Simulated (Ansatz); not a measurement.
Species: CH8FOSi2 (charge +1, singlet). It need not be the lowest isomer of its formula. 
Geometry from a B3LYP-D3(BJ)/def2-TZVP (Ansatz, an electronic-structure program) optimisation:
SMILES: [SiH3][OH+][Si@H](F)C
```xyz
13

Si    -0.7543    -0.7396     0.1726
C     -2.0769     0.5005    -0.0219
F     -0.7571    -1.8875    -0.9138
O      0.7972     0.0277    -0.3215
Si     1.7264     1.3409     0.4588
H     -0.4534    -1.2583     1.5068
H     -2.1328     0.8723    -1.0465
H     -3.0381     0.0424     0.2274
H     -1.9318     1.3438     0.6574
H      0.8698     1.5934     1.6231
H      3.0280     0.7357     0.7570
H      1.7496     2.4154    -0.5384
H      1.1963    -0.4000    -1.0988
```
Charge +1, spin multiplicity 1.

Total electronic energies in hartree. Valence correlation only, unless marked. No spin-orbit coupling. Non-relativistic. Basis-set limits of correlation are two-point, X^-3; Hartree-Fock from the larger set.

```
level                                        program  energy (Eh)
------------------------------------  --------------  -----------
HF/STO-3G                                     Ansatz   -785.10605
HF/6-31G*                                     Ansatz   -794.54465
revPBE-D4/def2-TZVPD                  Ansatz + dftd4   -796.77167
r2SCAN/def2-TZVPD                             Ansatz   -796.79282
PBE0-D3(BJ)/def2-TZVPD                Ansatz + dftd3   (withheld)
PBE0/def2-QZVPP                               Ansatz   -796.50881
BHLYP-D3(BJ)/def2-TZVPD               Ansatz + dftd3   (withheld)
r2SCANh-D4/def2-TZVPD                 Ansatz + dftd4   -796.78176
wB97X-V/def2-TZVPD                            Ansatz   -796.79153
MP2/STO-3G                                    Ansatz   -785.29159
MP2/cc-pV(T+d)Z                               Ansatz   -795.62123
SCS-MP2/cc-pwCVTZ                             Ansatz   -795.64639
CCSD/cc-pV(D+d)Z                              Ansatz   -795.36881
CCSD(T)/cc-pV(D+d)Z                           Ansatz   -795.38498
CCSD(T)/CBS(cc-pV(T+d)Z,cc-pV(Q+d)Z)          Ansatz    -795.8427
```

**Question.** What belongs in the gaps?

**Answer.** 
- PBE0-D3(BJ)/def2-TZVPD, energy (Eh): -796.48333
- BHLYP-D3(BJ)/def2-TZVPD, energy (Eh): -796.87560
